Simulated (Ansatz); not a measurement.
Total energies of (HInSe)4 cubane (In4H4Se4) from Ansatz at PBE-D4/def2-TZVP, gas phase (1 Eh = 27.2114 eV = 2625.5 kJ/mol). The reference geometry is relaxed at PBE-D4/def2-SVP.

```csv
state,geometry,energy (Eh)
charge 0 singlet,reference,-10368.13167
charge 1 doublet,reference,-10367.82855
charge 1 doublet,relaxed at PBE-D4/def2-SVP,-10367.83757
charge -1 doublet,reference,-10368.15808
free In atom (doublet),–,-190.11735
free H atom (doublet),–,-0.49962
free Se atom (triplet),–,-2401.12489
```

In the def2 sets In takes a core potential; there is no spin–orbit coupling. Single mean-field runs in def2-TZVP are fitted with def2-universal-jkfit.

Question: Work out the vertical ionisation energy to the doublet.

Answer: E(charge 1 doublet) − E(charge 0 singlet) = -10367.82855 − (-10368.13167) = 0.30312 Eh = 8.25 eV. For comparison, −ε of the highest occupied level is 6.26 eV at this level, 1.99 eV less.

Question: Work out the vertical electron affinity, to the doublet.

Answer: E(charge 0 singlet) − E(charge -1 doublet) = -10368.13167 − (-10368.15808) = 0.02641 Eh = 0.72 eV. The basis lacks diffuse functions, which makes affinities too small.

Question: Give the fundamental gap IE − EA, the Mulliken electronegativity (IE + EA)/2 and the hardness (IE − EA)/2.

Answer: From the values in Eh: IE − EA = 0.30312 − 0.02641 = 0.27671 Eh = 7.53 eV; (IE + EA)/2 = 4.48 eV; (IE − EA)/2 = 3.76 eV. The HOMO–LUMO gap of the same run is 3.81 eV, 3.72 eV smaller than the fundamental gap.

Question: How much does the charge 1 doublet relax, and what is the adiabatic ionisation energy?

Answer: Relaxation: -10367.82855 − (-10367.83757) = 0.00902 Eh = 0.25 eV. Adiabatic ionisation energy: 0.29410 Eh = 8.00 eV, without zero-point energy. 

Question: What is the binding energy per atom against free atoms?

Answer: Atoms: 4 × (-190.11735) + 4 × (-0.49962) + 4 × (-2401.12489) = -10366.96744 Eh. Binding: -10366.96744 − (-10368.13167) = 1.16423 Eh = 31.68 eV, or 2.64 eV for each of 12 atoms (no zero-point energy, no counterpoise term).

At PBE-D4/def2-TZVP the gap within one spin of the charge 1 doublet nearly closes, so an electron or hole may be smeared out by delocalisation error. At PBE-D4/def2-TZVP the gap within one spin of the charge -1 doublet nearly closes, so an electron or hole may be smeared out by delocalisation error. At PBE-D4/def2-TZVP the highest occupied level of the charge -1 doublet lies above zero (up to 1.03 eV). By energy differences its removal costs 0.72 eV (vertical, to the charge 0 singlet, at PBE-D4/def2-TZVP); self-interaction error and the lack of diffuse functions both raise the level.
